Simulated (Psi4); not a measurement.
CHF2, charge -1, singlet, geometry from GFN2-xTB (a gas-phase anion, which may not be bound at this level). Base run: SVWN/STO-3G (Psi4).

Geometry (Å):
```xyz
4

C     -0.1220    -0.0042     0.6451
F     -0.0235     1.1329    -0.2721
F      0.0031    -1.1307    -0.2819
H      0.9153     0.0059     1.1152
```
Charge -1, spin multiplicity 1.
All else is at Psi4's defaults (density fitting).
Base energy -233.59304 Eh.

Variants of this job, named by their change:

```json
[
 {"change": "base", "ΔE vs base (mEh)": "0.000", "SCF cycles": "7", "grid points": "86658", "basis functions": "16"},
 {"change": "cholesky_tolerance = 1e-6 (with scf_type cd)", "ΔE vs base (mEh)": "1.214", "SCF cycles": "7", "grid points": "86658", "basis functions": "16"},
 {"change": "level_shift = 1.0", "ΔE vs base (mEh)": "0.000", "SCF cycles": "7", "grid points": "86658", "basis functions": "16"},
 {"change": "soscf = true", "ΔE vs base (mEh)": "0.000", "SCF cycles": "5", "grid points": "86658", "basis functions": "16"},
 {"change": "df_basis_scf = cc-pvqz-jkfit", "ΔE vs base (mEh)": "0.862", "SCF cycles": "7", "grid points": "86658", "basis functions": "16"},
 {"change": "dft_radial_scheme = multiexp", "ΔE vs base (mEh)": "0.000", "SCF cycles": "7", "grid points": "90462", "basis functions": "16"},
 {"change": "scf_initial_accelerator = ediis", "ΔE vs base (mEh)": "0.000", "SCF cycles": "7", "grid points": "86658", "basis functions": "16"},
 {"change": "dft_spherical_points = 110", "ΔE vs base (mEh)": "-0.553", "SCF cycles": "7", "grid points": "31580", "basis functions": "16"},
 {"change": "scf_type = direct", "ΔE vs base (mEh)": "1.214", "SCF cycles": "10", "grid points": "86658", "basis functions": "16"},
 {"change": "diis_max_vecs = 15", "ΔE vs base (mEh)": "0.000", "SCF cycles": "7", "grid points": "86658", "basis functions": "16"},
 {"change": "scf_type = dfdirj+cosx", "ΔE vs base (mEh)": "0.000", "SCF cycles": "8", "grid points": "86658", "basis functions": "16"},
 {"change": "df_basis_scf = def2-universal-jkfit", "ΔE vs base (mEh)": "0.000", "SCF cycles": "7", "grid points": "86658", "basis functions": "16"},
 {"change": "d_convergence = 1e-8", "ΔE vs base (mEh)": "0.000", "SCF cycles": "8", "grid points": "86658", "basis functions": "16"}
]
```

A gas-phase anion may not be bound at this level; its values then depend on the basis.
